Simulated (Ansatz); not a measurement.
Reaction (ligand exchange at a B–C bond): `ClBC[O][GeH3]` + `N=C=O` → `O=C=NBCl` + `C[O][GeH3]`

Computed with Ansatz on PBE0-D4/def2-TZVP structures; ΔE is electronic, products minus reactants. CBS: MP2 limit from def2 TZ/QZ plus the TZ coupled-cluster correction, frozen cores. This one scheme is used for every species. For Ge outer-core shells are correlated without core-valence functions, which leaves a few kJ/mol of doubt a bond. Scalar relativity is left out up to krypton. One conformer a species, not always the lowest.

```csv
species,CCSD(T)/CBS(def2) energy (Eh)
`ClBC[O][GeH3]`,-2677.54421
`N=C=O`,-168.51995
`O=C=NBCl`,-653.16741
`C[O][GeH3]`,-2192.93708
```

**Question.** Work out ΔE.

**Answer.** ΔE = (-653.16741) + (-2192.93708) − (-2677.54421) − (-168.51995) = -0.04033 Eh = -105.9 kJ/mol.

Largest T1 diagnostic among the species: 0.018.

In def2-TZVPP, CCSD(T) changes the Hartree–Fock value by +14.3 kJ/mol (the triples alone add +0.8 kJ/mol) and MP2 by +9.5 kJ/mol. The D4 term adds +3.3 kJ/mol with B3LYP and +1.9 kJ/mol with PBE0; it sums over pairs of atoms, weighted by their polarisabilities, and B3LYP, whose exchange is more repulsive, gets the larger term.

B3LYP here is the variant with VWN-RPA as its local correlation; programs differ in this.
